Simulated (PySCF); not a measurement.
**Deuteron quadrupole couplings in `CO[C@@H]1C[C@]1(C)OC(F)(F)F`**

Species: C₆H₉F₃O₂.
Structure used (GFN2-xTB), in Å, numbered top down from 1:
```xyz
20
C6H9F3O2 angstrom
C      2.4775    0.7068   -0.9213
O      1.9998   -0.4314   -0.2321
C      1.0162   -0.1394    0.6916
C      0.0017   -1.2066    0.9721
C     -0.4234    0.0410    0.2477
C     -1.3113    1.0597    0.9208
O     -0.6117   -0.0272   -1.1737
C     -1.5886   -0.7715   -1.6415
F     -2.8048   -0.4804   -1.1370
F     -1.4429   -2.0938   -1.4381
F     -1.6740   -0.5998   -2.9583
H      2.8893    1.4425   -0.2202
H      3.2646    0.3512   -1.5820
H      1.6823    1.1729   -1.5096
H      1.3456    0.5019    1.5101
H     -0.3492   -1.3468    1.9822
H      0.1063   -2.1158    0.4022
H     -1.2780    1.9976    0.3700
H     -0.9613    1.2339    1.9341
H     -2.3433    0.7159    0.9607
```

Level: PBE0/pcSseg-1 (PySCF, non-relativistic); Q(2H) = 0.00286 b; rigid geometry, the same for H and D, with no vibrational averaging.

**Question.** Rank these positions by the coupling χzz of a deuteron there, largest first.
A. H15 (methine hydrogen)
B. H13 (methyl hydrogen)
C. H17 (methylene hydrogen)
D. H14 (methyl hydrogen)
E. H19 (methyl hydrogen)

**Answer.** C (221 kHz), E (212 kHz), B (207 kHz), A (203 kHz), D (196 kHz).

**Question.** Give the electric field gradient Vzz (the principal value of largest size), its asymmetry and the 2H coupling at each hydrogen.

**Answer.** 
```
atom  bonded to  bond length (Å)  Vzz (au)     η  χzz (kHz)
 H12         C1            1.096    0.2908  0.09        195
 H13         C1            1.087    0.3078  0.07        207
 H14         C1            1.094    0.2922  0.07        196
 H15         C3            1.091    0.3019  0.12        203
 H16         C4            1.078    0.3321  0.06        223
 H17         C4            1.078    0.3285  0.07        221
 H18         C6            1.088    0.3116  0.02        209
 H19         C6            1.086    0.3156  0.04        212
 H20         C6            1.089    0.3079  0.02        207
```

**Question.** How does χzz go with the bond length over the 9 C–H bonds?

**Answer.** A straight-line fit has a slope of -15.4 kHz for each 0.01 Å, with a correlation coefficient of -0.98, over lengths from 1.078 to 1.096 Å. The longer bonds have the smaller couplings here.

One conformer (not necessarily the lowest) at the GFN2-xTB geometry, without solvent, vibrations or thermal averaging. GFN2-xTB bond lengths can be off by several hundredths of an ångström, more for odd bonds, and the gradients follow them. With so small a basis the couplings can be 20 % off.
